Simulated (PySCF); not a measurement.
# In⁺ (indium, charge +1): MN15 calculation

Configuration: [Kr] 4d10 5s2, closed-shell 1S. Computed with PySCF 2.14 in cc-pVTZ-PP with ECP28MDF (5s4p3d1f, 39 functions), with a scalar-relativistic core potential.

```
Total energy                : -189.4986 hartree
One-electron energy         : -328.5398 hartree
Hartree (Coulomb) energy    : 155.0471 hartree
Exchange-correlation energy : -16.0058 hartree
⟨S²⟩                        : 0.0000
⟨L²⟩                        : 0.000
Sum of ⟨r⟩                  : 24.32 bohr
Sum of ⟨r²⟩                 : 38.43 bohr²
Time after the integrals    : 0.39 s of wall time on 1 thread of Intel(R) Xeon(R) 6975P-C (shared host)
```

| shell | electrons | mean orbital energy (hartree) | rms radius, mean of both spins (bohr) |
| --- | --- | --- | --- |
| 4s | 2 | -4.79767 | 0.916 |
| 4p | 6 | -3.27489 | 1.00 |
| 4d | 10 | -1.06684 | 1.29 |
| 5s | 2 | -0.61570 | 2.65 |

Energies and moments cover only the electrons outside the core potential.
